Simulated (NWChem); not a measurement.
Everything below was run with NWChem. System: thionyl fluoride (F₂OS), charge 0, spin multiplicity 1, at a geometry optimised with PBE0/def2-SVP. Level: RHF/def2-TZVP.

The NWChem input:

```
start mol
memory heap 200 mb stack 900 mb global 1100 mb
geometry units angstroms nocenter noautoz
  O     -1.391745    -0.329653     0.000000
  S     -0.160358     0.411194     0.000000
  F      0.761094    -0.218993     1.168964
  F      0.761094    -0.218993    -1.168964
  symmetry group Cs
end
basis spherical
  * library def2-tzvp
end
scf
  rhf
  nopen 0
  maxiter 100
  thresh 1e-7
  semidirect memsize 60000000 filesize 0
end
task scf energy
```

Part of the output:

```
             Northwest Computational Chemistry Package (NWChem) 7.3.0
             --------------------------------------------------------

                                NWChem Input Module
                                -------------------

 Scaling coordinates for geometry "geometry" by  1.889725989
 (inverse scale =  0.529177249)

 Turning off AUTOSYM since
 SYMMETRY directive was detected!

                             Geometry "geometry" -> ""
                             -------------------------

 Output coordinates in angstroms (scale by  1.889725989 to convert to a.u.)

  No.       Tag          Charge          X              Y              Z
 ---- ---------------- ---------- -------------- -------------- --------------
    1 O                    8.0000    -1.39174500    -0.32965300     0.00000000
    2 S                   16.0000    -0.16035800     0.41119400     0.00000000
    3 F                    9.0000     0.76109400    -0.21899300     1.16896400
    4 F                    9.0000     0.76109400    -0.21899300    -1.16896400

 Effective nuclear repulsion energy (a.u.)     190.8287848976

            Nuclear Dipole moment (a.u.)
            ----------------------------
        X                 Y               Z
 ---------------- ---------------- ----------------
     0.0000075589     0.0000113384     0.0000000000

      Symmetry information
      --------------------

 Group name             Cs
 Group number              2
 Group order               2
 No. of unique centers     3

      Symmetry unique atoms

     1    2    3


 Summary of "ao basis" -> "" (spherical)
 ------------------------------------------------------------------------------
       Tag                 Description            Shells   Functions and Types
 ---------------- ------------------------------  ------  ---------------------
 *                         def2-tzvp                  on all atoms

 Summary of "ao basis" -> "ao basis" (spherical)
 ------------------------------------------------------------------------------
       Tag                 Description            Shells   Functions and Types
 ---------------- ------------------------------  ------  ---------------------
 O                         def2-tzvp                11       31   5s3p2d1f
 S                         def2-tzvp                13       37   5s5p2d1f
 F                         def2-tzvp                11       31   5s3p2d1f

                                 NWChem SCF Module
                                 -----------------

  ao basis        = "ao basis"
  functions       =   130
  atoms           =     4
  closed shells   =    21
  open shells     =     0
  charge          =   0.00
  wavefunction    = RHF
  use symmetry    = T
  symmetry adapt  = T

 Summary of "ao basis" -> "ao basis" (spherical)
 ------------------------------------------------------------------------------
       Tag                 Description            Shells   Functions and Types
 ---------------- ------------------------------  ------  ---------------------
 O                         def2-tzvp                11       31   5s3p2d1f
 S                         def2-tzvp                13       37   5s5p2d1f
 F                         def2-tzvp                11       31   5s3p2d1f

      Symmetry analysis of basis
      --------------------------

        a'         77
        a"         53

 Forming initial guess at       0.1s

      Superposition of Atomic Density Guess
      -------------------------------------
[...]
        Time for solution =      3.0s

       Symmetry analysis of molecular orbitals - final
       -----------------------------------------------

  Numbering of irreducible representations:

     1 a'          2 a"

  Orbital symmetries:

     1 a'          2 a"          3 a'          4 a'          5 a'
     6 a"          7 a'          8 a'          9 a'         10 a"
    11 a'         12 a'         13 a"         14 a'         15 a'
    16 a"         17 a'         18 a"         19 a'         20 a"
    21 a'         22 a"         23 a'         24 a'         25 a'
    26 a"         27 a'         28 a'         29 a'         30 a'
    31 a"

             Final eigenvalues
             -----------------

              1
    1  -92.2379
    2  -26.3612
    3  -26.3611
    4  -20.6145
    5   -9.2113
    6   -6.8929
    7   -6.8925
    8   -6.8898
    9   -1.6948
   10   -1.6420
   11   -1.4476
   12   -0.9795
   13   -0.8079
   14   -0.7840
   15   -0.7623
   16   -0.7139
   17   -0.7042
   18   -0.6806
   19   -0.6070
   20   -0.5602
   21   -0.5025
   22    0.0933
   23    0.1393
   24    0.2140
   25    0.3471
   26    0.3636
   27    0.3987
   28    0.4814
   29    0.5283
   30    0.5640
   31    0.5746

                       ROHF Final Molecular Orbital Analysis
                       -------------------------------------

 Vector   19  Occ=2.000000D+00  E=-6.069833D-01  Symmetry=a'
              MO Center= -6.7D-01, -1.5D-02,  1.4D-14, r^2= 2.0D+00
   Bfn.  Coefficient  Atom+Function         Bfn.  Coefficient  Atom+Function
  ----- ------------  ---------------      ----- ------------  ---------------
     6      0.303594  1 O  px                 9      0.275233  1 O  px
    47     -0.259238  2 S  py                36     -0.181024  2 S  s
    75      0.162032  3 F  py               106      0.162032  4 F  py

 Vector   20  Occ=2.000000D+00  E=-5.602364D-01  Symmetry=a"
              MO Center= -9.8D-01, -2.2D-01, -5.9D-14, r^2= 1.4D+00
   Bfn.  Coefficient  Atom+Function         Bfn.  Coefficient  Atom+Function
  ----- ------------  ---------------      ----- ------------  ---------------
     8      0.396711  1 O  pz                11      0.366849  1 O  pz
    14      0.219708  1 O  pz

 Vector   21  Occ=2.000000D+00  E=-5.024972D-01  Symmetry=a'
              MO Center= -4.9D-01,  1.8D-01,  2.2D-15, r^2= 2.0D+00
   Bfn.  Coefficient  Atom+Function         Bfn.  Coefficient  Atom+Function
  ----- ------------  ---------------      ----- ------------  ---------------
    36      0.400363  2 S  s                  7     -0.320561  1 O  py
    10     -0.293254  1 O  py                35      0.255233  2 S  s
    47      0.249288  2 S  py                13     -0.210474  1 O  py
    34     -0.172145  2 S  s

 Vector   22  Occ=0.000000D+00  E= 9.330733D-02  Symmetry=a"
              MO Center= -2.9D-01,  5.9D-01, -7.1D-14, r^2= 2.4D+00
   Bfn.  Coefficient  Atom+Function         Bfn.  Coefficient  Atom+Function
  ----- ------------  ---------------      ----- ------------  ---------------
    51      1.015496  2 S  pz                48      0.470589  2 S  pz
    73     -0.455945  3 F  s                104      0.455945  4 F  s
    14     -0.372820  1 O  pz                80      0.192513  3 F  px
   111     -0.192513  4 F  px                 8     -0.186919  1 O  pz
    45      0.186042  2 S  pz                11     -0.154368  1 O  pz

 Vector   23  Occ=0.000000D+00  E= 1.393038D-01  Symmetry=a'
              MO Center= -4.9D-02,  6.7D-01, -2.4D-15, r^2= 2.8D+00
   Bfn.  Coefficient  Atom+Function         Bfn.  Coefficient  Atom+Function
  ----- ------------  ---------------      ----- ------------  ---------------
    49      1.441218  2 S  px                 5      0.976011  1 O  s
    73     -0.534251  3 F  s                104     -0.534251  4 F  s
    46      0.494180  2 S  px                13      0.403962  1 O  py
    82      0.276189  3 F  pz               113     -0.276189  4 F  pz
    35      0.168493  2 S  s                 10      0.159384  1 O  py

 Vector   24  Occ=0.000000D+00  E= 2.139644D-01  Symmetry=a'
              MO Center= -1.6D-02,  4.6D-01,  6.5D-15, r^2= 3.9D+00
   Bfn.  Coefficient  Atom+Function         Bfn.  Coefficient  Atom+Function
  ----- ------------  ---------------      ----- ------------  ---------------
    36      2.455260  2 S  s                  5     -1.970078  1 O  s
    50     -1.624086  2 S  py                12     -0.894685  1 O  px
    49     -0.824260  2 S  px                73     -0.496758  3 F  s
   104     -0.496758  4 F  s                 80      0.308322  3 F  px
   111      0.308322  4 F  px                82      0.281611  3 F  pz

 center of mass
 --------------
 x =   0.03366280 y =  -0.00982808 z =   0.00000000

 moments of inertia (a.u.)
 ------------------
         217.426779049942           3.910155614166           0.000000000000
           3.910155614166         377.490812233942           0.000000000000
           0.000000000000           0.000000000000         224.085796268905

  Mulliken analysis of the total density
  --------------------------------------

    Atom       Charge   Shell Charges
 -----------   ------   -------------------------------------------------------
    1 O    8     8.49   0.79  1.18  0.59  0.96  0.34  1.80  2.01  0.78  0.00  0.04  0.00
    2 S   16    14.94   2.01  0.49  1.48  1.12  0.65  4.16  1.70  0.76  1.53  0.26  0.25  0.43  0.11
    3 F    9     9.29   0.77  1.20  0.60  1.03  0.33  2.22  2.28  0.85  0.00  0.01  0.00
    4 F    9     9.29   0.77  1.20  0.60  1.03  0.33  2.22  2.28  0.85  0.00  0.01  0.00

       Multipole analysis of the density wrt the origin
       ------------------------------------------------

     L   x y z        total         open         nuclear
     -   - - -        -----         ----         -------
     0   0 0 0     -0.000000      0.000000     42.000000

     1   1 0 0      0.237965      0.000000      0.000008
     1   0 1 0      0.819756      0.000000      0.000011
     1   0 0 1      0.000000      0.000000      0.000000

     2   2 0 0    -22.844331      0.000000     94.039770
     2   1 1 0     -0.689869      0.000000     -1.374164
     2   1 0 1     -0.000000      0.000000      0.000000
     2   0 2 0    -19.585423      0.000000     15.848025
     2   0 1 1      0.000000      0.000000      0.000000
     2   0 0 2    -20.871641      0.000000     87.835980

 Task  times  cpu:        4.7s     wall:        4.7s

 Total times  cpu:        4.7s     wall:        4.7s
```
